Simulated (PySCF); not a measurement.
A structure optimised at PBE-D3(BJ)/def2-SVP, used in a PySCF frequency run:

```
O
Si 1 1.7052
H 2 1.5008 1 104.84
H 2 1.5047 3 110.06 1 119.53
H 2 1.5049 3 110.33 4 120.52
Se 1 1.8522 2 116.45 3 -179.20
Se 6 2.3221 1 104.69 2 -79.93
H 7 1.4958 6 97.64 1 -85.73
```
Charge 0, spin multiplicity 1.

Task: Write its SMILES and formula.

Result: [SiH3]O[Se][SeH], H₄OSe₂Si

Task: What are its rotational constants (standard atomic weights)?

Result: 3.3505, 1.1227, 0.88608 GHz
